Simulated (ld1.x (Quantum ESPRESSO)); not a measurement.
**Which change was made? (P, TM)**

P (Z = 15), norm-conserving Troullier–Martins (Kleinman–Bylander form), made with ld1.x (Quantum ESPRESSO) 7.5 (Wu–Cohen, scalar-relativistic). Core [Ne], reference 3s2 3p3. Waves: 3s (bound): rc 1.30 bohr; 3p (bound): rc 1.55 bohr. Local part: all-electron potential smoothed inside 1.45 bohr (lloc = -1). Core correction: Bessel-smoothed model core, default radius (core density twice the valence density).

Cutoffs, loose and tight: the cutoffs (Ry, on a coarse ladder) from which the occupation-weighted sum of valence levels, in a spherical-Bessel basis at the reference potential, stays within 10 and 1 mRy of its value at 400 Ry. They do not see the model core or the augmentation charge, which bear on the density cutoff. Test errors are all-electron minus pseudo excitation energies from the reference, over the configurations 3s2 3p2; 3s2 3p1; 3s2 3p0; 3s1 3p3; 3s1 3p4; 3s1 3p0; 3s0 3p5; variants that change the core or the reference have their own tests.

The base gives: outcome: generated; cutoff, loose: 35 Ry; cutoff, tight: 80 Ry; bound ghosts: none; largest test error (meV): +202.

(1) After one change the result is: outcome: generated; cutoff, loose: 21 Ry; cutoff, tight: 80 Ry; bound ghosts: s; largest test error (meV): +1191. Which change was it?
A. local potential the p channel
B. wave 3s (bound): rc 1.30 bohr becomes 3s (bound): rc 1.14 bohr
C. all radii but the core radius scaled by about 0.74 (s 0.96, p 1.16 bohr); local potential all-electron potential smoothed inside 1.08 bohr (lloc = -1)
D. reference 3s1 3p4
E. local potential all-electron potential smoothed inside 0.98 bohr (lloc = -1)

## Answers

(1) E. The others give: all radii but the core radius scaled by about 0.74 (s 0.96, p 1.16 bohr); local potential all-electron potential smoothed inside 1.08 bohr (lloc = -1) → outcome: generated; cutoff, loose: 200 Ry; cutoff, tight: over 300 Ry; bound ghosts: none; largest test error (meV): +621 | reference 3s1 3p4 → outcome: generated; cutoff, loose: 21 Ry; cutoff, tight: 55 Ry; bound ghosts: none; largest test error (meV): +200 | local potential the p channel → outcome: generated; cutoff, loose: 40 Ry; cutoff, tight: 80 Ry; bound ghosts: none; largest test error (meV): +137 | wave 3s (bound): rc 1.30 bohr becomes 3s (bound): rc 1.14 bohr → outcome: generated; cutoff, loose: 55 Ry; cutoff, tight: 140 Ry; bound ghosts: none; largest test error (meV): +227.
